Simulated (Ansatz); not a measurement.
GaCu₄ was relaxed with B3LYP-D4 (def2-SVP) in Ansatz in these states: neutral doublet, neutral quartet. The geometries follow in no particular order.

A:

Cartesian coordinates in Å:
```
Ga -0.1775 1.1888 0.9698
Cu -0.7693 -1.1759 0.1325
Cu 0.9379 0.0466 -1.0537
Cu 1.4084 -0.8114 1.1908
Cu -1.3995 0.7519 -1.2394
```

B:

Cartesian coordinates in Å:
```
Ga 1.1312 0.8860 -0.5231
Cu 0.0697 -1.4213 -0.0550
Cu -1.1845 0.5475 0.5705
Cu -0.8441 0.0210 -1.7576
Cu 0.8276 -0.0333 1.7652
```

Question: Judge from the bond lengths which geometry belongs to which state (an estimate).

Answer: A is the neutral quartet (Ga1–Cu5 2.562 Å, Ga1–Cu4 2.562 Å, Cu3–Cu4 2.449 Å); B is the neutral doublet (Ga1–Cu5 2.485 Å, Ga1–Cu4 2.485 Å, Cu3–Cu4 2.411 Å).

At PBE0-D4/def2-TZVP a doublet lies 2.15 eV below the neutral quartet. These are the stationary points nearest to one start from a short search; other shapes may lie lower in each state.
